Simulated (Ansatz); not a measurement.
Ansatz (a first-principles code) input (B97M-V/def2-TZVPD):

Ansatz 0.2 input:
```yaml
crystal:
  periodic: [false, false, false]
  atoms:
    - {symbol: O, position_ang: [-0.00000000, -0.00000000, -0.51622979]}
    - {symbol: O, position_ang: [0.00000000, 0.00000000, 0.51622979]}
basis:
  gaussian:
    orbitals: def2-TZVPD
hamiltonian:
  xc: {name: B97M-V}
total_charge: 2
output: {forces: true}
```

Output:

```
Functional definition: B97M-V
integrals: 0.01 GiB planned
368 factors; their error is unknown
mean field: 0.16 GiB planned
mean field evaluation 1: about -4051.9755 eV, gradient 4.2e1 eV
mean field evaluation 2: about -4053.8512 eV, gradient 1.8e1 eV
mean field evaluation 4: about -4054.2708 eV, gradient 9.0e-2 eV
mean field evaluation 8: about -4054.2663 eV, gradient 4.1e-3 eV
mean field -4054.26634213 eV, -148.9915399929 hartree, gradient 4.4e-6 eV, S^2 0.000000; 0 other end points of the search recorded, 0 dependent functions left out
the calculation of the forces begins
reference -4054.26635746 eV, -148.9915405562 hartree; 7, 7 occupied and 73, 73 virtual orbitals, 368 factors
Total energy: -4054.26635746 eV, -148.9915405562 hartree
Atom 0 at    -0.000000    -0.000000    -0.516230 Å, force    -0.000000     0.000000     0.446152 eV/Å
Atom 1 at     0.000000     0.000000     0.516230 Å, force     0.000000    -0.000000    -0.446152 eV/Å
Dipole moment:     0.000000     0.000000    -0.000000 e Å
```
